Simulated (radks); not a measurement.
Results of a calculation; reference values are marked as such.
Effect of the nuclear size on neutral tin, [Kr] 4d10 5s2 5p2. Code: a radial shooting solver on a logarithmic mesh with Libxc functionals. Model: Dirac Kohn-Sham, relativistic LDA (MacDonald-Vosko exchange, VWN5 correlation), spin-unpolarised, spherical densities, finite nucleus; open shells fill j = l - 1/2 first; Fermi nuclear charge, rms radius 4.6519 fm. The rms radius is varied about that value; shifts are against it.

rms radius (fm),total energy shift (eV),density at nucleus (e/bohr^3),1s1/2 shift (meV),2s1/2 shift (meV),4s1/2 shift (meV),4p1/2 shift (meV),5s1/2 shift (meV)
4.1588,-0.817,1.922e+05,-341,-39.1,-1.47,0.127,-0.127
4.3216,-0.556,1.911e+05,-232,-26.6,-1.000,0.086,-0.087
4.6519,0,1.89e+05,0.000,0.000,0.000,0.000,0.000
4.8426,0.337,1.878e+05,141,16.1,0.606,-0.052,0.053
5.6148,1.82,1.836e+05,758,86.9,3.27,-0.282,0.283

Slopes of the eigenvalues against <r^2> in GHz/fm^2, as finite differences over the two radii next to the reference (eigenvalue slopes, not the field-shift constants of lines): 1s1/2 18900, 2s1/2 2160, 4s1/2 81.3, 4p1/2 -7.02, 5s1/2 7.05.
